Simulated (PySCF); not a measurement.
# Correlation energy of Pt⁶⁷⁺ (platinum, charge +67)

[Ne] 3s1, 2S determinant. Calculation: PySCF 2.14, in an even-tempered Gaussian basis (17 s from 20 bohr⁻², ratio 2.5; 12 p from 26 bohr⁻², ratio 2.5; 4 d from 95 bohr⁻², ratio 2.7; 4 f from 140 bohr⁻², ratio 2.7); scalar relativity by spin-free X2C-1e. Frozen: 1s2; 9 electrons correlated; the 20 highest virtual orbitals of each spin left out.

```csv
level,correlation energy (mhartree)
CCSD,-362.40
(T),-0.05
CCSD(T),-362.45
```

Diagnostics: T1 = 3.3e-05, D1 = 0.0001, largest double amplitude 0.002.

Cost of the coupled-cluster step: about 30 core-seconds, for 9 correlated electrons.

Iterations:

```
CC2 = 0
CCSD nocc = (np.int64(5), np.int64(4)), nmo = (80, 80)
frozen orbitals [[0, 81, 82, 83, 84, 85, 86, 87, 88, 89, 90, 91, 92, 93, 94, 95, 96, 97, 98, 99, 100], [0, 81, 82, 83, 84, 85, 86, 87, 88, 89, 90, 91, 92, 93, 94, 95, 96, 97, 98, 99, 100]]
max_cycle = 100
direct = 0
conv_tol = 1e-08
conv_tol_normt = 1e-06
diis_space = 8
diis_start_cycle = 0
Init t2, MP2 energy = -0.361583179164753
Init E_corr(UCCSD) = -0.361583179164753
cycle = 1  E_corr(UCCSD) = -0.362370211690217  dE = -0.000787032525  norm(t1,t2) = 0.000188483
cycle = 2  E_corr(UCCSD) = -0.362395434439862  dE = -2.52227496e-05  norm(t1,t2) = 5.16951e-06
cycle = 3  E_corr(UCCSD) = -0.362395802365844  dE = -3.67925981e-07  norm(t1,t2) = 1.84661e-07
cycle = 4  E_corr(UCCSD) = -0.362395801965333  dE = 4.0051068e-10  norm(t1,t2) = 8.01855e-10
UCCSD converged
E(UCCSD) = -12732.42342052511  E_corr = -0.3623958019653329
UCCSD(T) correction = -5.05575234726449e-05
```

At this charge the one-electron X2C treatment keeps the bare 1/r₁₂, with no two-electron picture change or Breit term. The effect here is smaller than on the frozen 1s shell; and a scalar Hamiltonian misses the large spin-orbit splitting of the p shells, which matters for ns² → np² pairs.
